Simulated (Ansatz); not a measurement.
Relaxation of C2H6Cl2Mg (11 atoms, charge 0, multiplicity 1), to a largest force component of 0.03 eV/Å in at most 50 steps.

Method: RKS B3LYP-D4/def2-SVP (Ansatz).

```xyz
11
Properties=species:S:1:pos:R:3:forces:R:3
Mg 0.371 -0.287 1.926 -0.10 0.17 -0.41
C -0.739 0.346 0.188 0.16 -0.12 0.32
C -0.686 -0.597 -1.027 -0.01 -0.01 -0.01
Cl 1.314 -0.997 3.796 0.00 0.00 0.00
H 1.351 1.174 -0.569 0.53 -0.01 -0.07
Cl 2.658 1.091 -0.671 -0.57 -0.02 0.15
H -1.786 0.454 0.528 -0.01 0.00 0.01
H -0.458 1.379 -0.104 0.00 0.00 0.00
H -1.326 -0.247 -1.858 0.00 0.00 0.00
H -1.029 -1.614 -0.773 0.00 0.01 0.00
H 0.333 -0.702 -1.435 0.00 0.00 0.01
```

Task: Where does it end, and by what steps?

Result: The run converged. The force dipped under the threshold on the way, but the program's further checks kept it going. After 30 steps the energy has fallen by 0.253 eV; Cl6 moved furthest, 1.60 Å. Joined: Mg1–Cl6 (3.72 → 2.70 Å).

| step | energy less start (eV) | largest force component (eV/Å) | accepted |
| --- | --- | --- | --- |
| 0 | 0.0000 | 0.567 | yes |
| 2 | -0.0780 | 0.982 | yes |
| 4 | -0.1555 | 0.683 | yes |
| 6 | -0.1758 | 0.244 | yes |
| 8 | -0.1913 | 0.080 | yes |
| 10 | -0.1972 | 0.114 | yes |
| 12 | -0.2025 | 0.057 | yes |
| 14 | -0.2053 | 0.149 | yes |
| 16 | -0.2115 | 0.140 | yes |
| 18 | -0.2156 | 0.281 | yes |
| 20 | -0.2292 | 0.265 | yes |
| 22 | -0.2395 | 0.073 | yes |
| 24 | -0.2466 | 0.191 | yes |
| 26 | -0.2515 | 0.042 | yes |
| 28 | -0.2494 | 0.121 | no |
| 30 | -0.2535 | 0.028 | yes |

```xyz
11
Properties=species:S:1:pos:R:3
Mg 0.548 0.150 1.750
C -0.995 0.177 0.303
C -0.606 -0.070 -1.163
Cl 1.576 0.257 3.721
H 1.677 -0.345 -0.916
Cl 2.573 -0.338 0.033
H -1.755 -0.569 0.606
H -1.514 1.152 0.380
H -1.464 -0.043 -1.860
H -0.141 -1.064 -1.312
H 0.101 0.693 -1.543
```

Whether the end is a true minimum wasn't checked by a vibrational analysis.

The run took 37 s on 2 threads of AMD EPYC 9R45 96-Core Processor (Zen 5) (shared host), peak memory 0.28 GiB.
